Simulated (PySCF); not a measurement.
Species: CH₇PSSi.
Cartesian coordinates in Å at the PBE0-D3(BJ)/def2-SVP level; atoms count from 1:
```xyz
11
CH7PSSi angstrom
C     -2.394    0.042    0.040
S     -0.925    0.795    0.812
Si     0.623   -0.237   -0.245
P      2.563    0.612    0.550
H     -2.418    0.228   -1.043
H     -2.440   -1.039    0.235
H     -3.269    0.520    0.500
H      0.595   -1.706    0.039
H      0.448   -0.057   -1.722
H      3.328   -0.010   -0.485
H      2.414    1.834   -0.175
```

Jobs on this species (11 atoms, 58 electrons) with PySCF (density fitting). Hardware of each: an Arm Neoverse V1 with one thread, on a shared host. The host was shared with other jobs, so the times are rough.

```csv
level and settings,work,basis functions,SCF cycles,wall time
CAM-B3LYP/def2-SVPD,"10 singlets by full TDDFT, 4 Tamm–Dancoff triplets, polarisability, ΔSCF ions",151,?,?
"delta-SCF UKS SCAN, pcX-2 on the ionised atom, pcseg-1 elsewhere, spin-free X2C","ΔSCF core ionisation, 7 holes",145,?,?
KT3/pcSseg-2,shieldings,263,?,?
PBE0/pcSseg-1,"shieldings, charges and field gradients",124,12,9.2 s
"PBE0-D3(BJ)/def2-SVP, grid level 1",geometry optimisation from a GFN2-xTB start,103,36,21 s
```

**Question.** Fill in the missing figures.

**Answer.** 
- CAM-B3LYP/def2-SVPD; 10 singlets by full TDDFT, 4 Tamm–Dancoff triplets, polarisability, ΔSCF ions: 51 s, 12 SCF cycles
- delta-SCF UKS SCAN, pcX-2 on the ionised atom, pcseg-1 elsewhere, spin-free X2C; ΔSCF core ionisation, 7 holes: 44 s, 99 SCF cycles
- KT3/pcSseg-2; shieldings: 37 s, 14 SCF cycles

**Question.** What do all jobs in the table cost together?

**Answer.** About 2.7 min; the longest takes about 31 % of that, and about 5.5 times as long as the shortest.
